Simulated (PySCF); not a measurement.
**Magnetic susceptibility: `InChI=1S/C7H14O/c1-3-6(2)4-7-5-8-7/h6-7H,3-5H2,1-2H3/t6-,7-/m1/s1`**

Geometry (Å), atoms numbered from 1 in this order:
```xyz
22

C    -2.1590   -0.9944    1.4420
C    -1.7693    0.3066    0.7492
C    -0.6595    0.1423   -0.2968
C    -0.5814    1.3861   -1.1801
C     0.6995   -0.1163    0.3676
C     1.7542   -0.5420   -0.6269
C     3.1817   -0.3545   -0.3580
O     2.5022    0.4384   -1.2870
H    -2.4574   -1.7407    0.7091
H    -2.9960   -0.8244    2.1155
H    -1.3357   -1.3977    2.0263
H    -1.4519    1.0375    1.4963
H    -2.6530    0.7102    0.2499
H    -0.9043   -0.7209   -0.9270
H     0.2507    1.3102   -1.8745
H    -1.4998    1.5103   -1.7495
H    -0.4353    2.2731   -0.5670
H     1.0329    0.7918    0.8737
H     0.6054   -0.9121    1.1095
H     1.4711   -1.3854   -1.2556
H     3.9056   -1.0479   -0.7711
H     3.4889    0.1494    0.5513
```

Theory: GIAO HF/pcSseg-1 magnetisability, rotational g tensor and spin-rotation constants, non-relativistic, gas phase in PySCF. Geometry: GFN2-xTB.

How diamagnetic is it, and how anisotropic?

Isotropic -1556 × 10⁻³⁰ J/T², or -93.7 × 10⁻⁶ cm³/mol; principal values -1628, -1585, -1454 × 10⁻³⁰ J/T², anisotropy 157 × 10⁻³⁰ J/T² (root of half the summed squared differences of the principal values). The susceptibility is in cgs units.

Split it along the inertial axes a, b, c into diamagnetic and paramagnetic parts about the centre of mass, with the quadrupole moment.


```csv
axis,χ (10⁻⁶ cm³/mol),diamagnetic (10⁻⁶ cm³/mol),paramagnetic (10⁻⁶ cm³/mol),summed x² of all electrons (Å²),quadrupole Θ (D Å)
a,-91.5,-450.2,358.7,273.2,-1.96
b,-94.4,-1272.6,1178.2,79.4,-1.04
c,-95.2,-1496.0,1400.8,26.7,+3.01
```
Anisotropies 2χaa − χbb − χcc = +6.5 and 2χbb − χaa − χcc = -2.1 × 10⁻⁶ cm³/mol. Θ is traceless in Buckingham's convention.

And the rotational g tensor?


| axis | rotational constant (GHz) | g | nuclear part | electronic part |
| --- | --- | --- | --- | --- |
| a | 3.9725 | -0.0015 | 0.6679 | -0.6694 |
| b | 1.0635 | +0.0008 | 0.5895 | -0.5887 |
| c | 0.8968 | 0.0000 | 0.5902 | -0.5902 |

Asymmetric top; isotopes 12C, 1H, 16O; no vibrational averaging.
